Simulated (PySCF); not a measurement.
**C₅H₁₁ClOSi₂: full NMR table**

```yaml
Formula: C5H11ClOSi2
SMILES: C[SiH2]/C=C(/Cl)C(=O)C[SiH3]
Point_group_of_the_computed_structure: C1
Degrees_of_unsaturation: 2
Carbon_signals: 5
Proton_signals: 5
```

Molfile (atoms numbered from 1):
```
C5H11ClOSi2
     RDKit          3D

 20 19  0  0  0  0  0  0  0  0999 V2000
   -2.8255    0.5351    0.3055 C   0  0  0  0  0  0  0  0  0  0  0  0
   -2.2203   -0.8603   -0.8327 Si  0  0  0  0  0  4  0  0  0  0  0  0
   -0.7040   -1.7417   -0.1043 C   0  0  0  0  0  0  0  0  0  0  0  0
    0.5050   -1.2006   -0.1714 C   0  0  0  0  0  0  0  0  0  0  0  0
    1.9231   -1.9449    0.5138 Cl  0  0  0  0  0  0  0  0  0  0  0  0
    0.6909    0.1023   -0.8300 C   0  0  0  0  0  0  0  0  0  0  0  0
   -0.3032    0.7003   -1.2099 O   0  0  0  0  0  0  0  0  0  0  0  0
    2.0580    0.6395   -0.9523 C   0  0  0  0  0  0  0  0  0  0  0  0
    2.6747    1.1786    0.7949 Si  0  0  0  0  0  4  0  0  0  0  0  0
   -2.9950    0.1696    1.3147 H   0  0  0  0  0  0  0  0  0  0  0  0
   -2.1242    1.3597    0.3553 H   0  0  0  0  0  0  0  0  0  0  0  0
   -3.7688    0.9221   -0.0649 H   0  0  0  0  0  0  0  0  0  0  0  0
   -2.1082   -0.5757   -2.2589 H   0  0  0  0  0  0  0  0  0  0  0  0
   -3.2418   -1.9304   -0.7141 H   0  0  0  0  0  0  0  0  0  0  0  0
   -0.8312   -2.6967    0.3802 H   0  0  0  0  0  0  0  0  0  0  0  0
    2.7317   -0.1225   -1.3367 H   0  0  0  0  0  0  0  0  0  0  0  0
    2.0512    1.4891   -1.6317 H   0  0  0  0  0  0  0  0  0  0  0  0
    1.6429    0.9341    1.8007 H   0  0  0  0  0  0  0  0  0  0  0  0
    3.8958    0.4377    1.0987 H   0  0  0  0  0  0  0  0  0  0  0  0
    2.9438    2.6155    0.7208 H   0  0  0  0  0  0  0  0  0  0  0  0
  1  2  1  0
  2  3  1  0
  3  4  2  0
  4  5  1  0
  4  6  1  0
  6  7  2  0
  6  8  1  0
  8  9  1  0
  1 10  1  0
  1 11  1  0
  1 12  1  0
  2 13  1  0
  2 14  1  0
  3 15  1  0
  8 16  1  0
  8 17  1  0
  9 18  1  0
  9 19  1  0
  9 20  1  0
M  END
```

Calculated, not measured (PySCF 2.14.0 with density-fitted response routines): GFN2-xTB geometry, NMR shieldings at PBE0/pcSseg-1/GIAO. Equivalent nuclei averaged, single conformer, gas phase, non-relativistic Hamiltonian.

Chemical shifts δ = σref − σ; TMS for $^{1}$H (31.72 ppm) and $^{13}$C (186.93 ppm) and $^{29}$Si (349.16 ppm); H2O for $^{17}$O (336.08 ppm), all at this level.

| carbon | δC, type | δH (multiplicity) | HMBC from (2–3 bonds) | span of the C tensor (ppm) |
| --- | --- | --- | --- | --- |
| C1 | -6.4, CH3 | 0.26 (t) | H15, H13/H14 | 10 |
| C3 | 160.3, CH | 7.42 (t) | H13/H14, H10/H11/H12 | 249 |
| C4 | 147.0, C | – | H15, H13/H14, H16/H17 | 169 |
| C6 | 202.9, C | – | H15, H18/H19/H20, H16/H17 | 198 |
| C8 | 26.3, CH2 | 2.63 (q) | H18/H19/H20 | 54 |

Other nuclei:
```tsv
atoms	nucleus	environment	δ (ppm)	σ (ppm)
H13/H14	$^{1}$H	hydrogen on a silicon bonded to 2 C	4.51	27.21
H18/H19/H20	$^{1}$H	hydrogen on a silicon bonded to C	4.01	27.70
Si2	$^{29}$Si	silicon bonded to 2 C, 2 H	-60.6	409.8
Si9	$^{29}$Si	silicon bonded to C, 3 H	-69.5	418.7
O7	$^{17}$O	ketone oxygen	591.1	-255.0
```

1. Carbon types of the structure: 2 × C, 1 × CH, 1 × CH2, 1 × CH3, leaving 5 H on heteroatoms.
2. δC 202.9: ketone carbonyl carbon; the double bond to the heteroatom, with no lone-pair donor beside it, deshields it most.
3. δC 160.3: β carbon of a C=C–C=O unit; conjugation with the carbonyl draws π density from the β position.
4. δC 147.0: α carbon of a C=C–C=O unit; an sp2 carbon of a C=C bond.
5. δC -6.4: methyl carbon bonded to Si; an electropositive neighbour leaves it electron-rich and shielded.
6. δH 2.63: hydrogen on an sp3 CH2 bonded to Si, α to a carbonyl; α to C=O.

Carbons that carry Cl, above all several Cl atoms, come out too deshielded, partly because spin–orbit coupling is missing. Shifts are as computed. Against solution values, carbons near 30 ppm lie about +3 ppm off and those near 130 ppm about +5 ppm; carbons on Cl a further +6 ppm. Of 1211 compounds with measured shifts, 218 miss one by over three times the rms of a fit or turn the order of signals round; such compounds aren't used in these exercises. Unscaled 17O shifts of doubly bonded oxygen tend to come out too high, by tens of ppm or more. Experimental scales use liquid or dissolved standards, which lie at an offset from isolated H2O (liquid H2O: subtract about 36 ppm). No couplings were computed; multiplicities are counted from neighbouring protons, with m where these are inequivalent, close in shift, in a saturated or five-membered ring or joined by F or P, and br s for small geminal =CH2 splittings.
